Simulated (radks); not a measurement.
Q: All-electron atom: Ni II in [Ar] 3d8 5d1 (not the ground configuration). Method: non-relativistic Kohn-Sham, TPSS, spin-unpolarised, spherical densities, point nucleus; meta-GGA in the generalised Kohn-Sham scheme; computed with a radial shooting solver on a logarithmic mesh with Libxc functionals. Some entries of the table are withheld. Estimate them.

orbital  occ.  eigenvalue (hartree)  r(max) (bohr)  <r^2> (bohr^2)
1s          2             -299.6573        0.03614             (1)
2s          2             -36.08290         0.2073         0.07248
2p          6             -31.52051         0.1660         0.05750
3s          2              -4.60977         0.6472          0.6498
3p          6                   (2)         0.6505          0.7240
3d          8              -0.92348         0.6287             (3)
5d          1                   (4)          11.37           127.3

A: 
(1) 1s <r^2> (bohr^2): 0.004025
(2) 3p eigenvalue (hartree): -3.21539
(3) 3d <r^2> (bohr^2): 1.216
(4) 5d eigenvalue (hartree): -0.09729
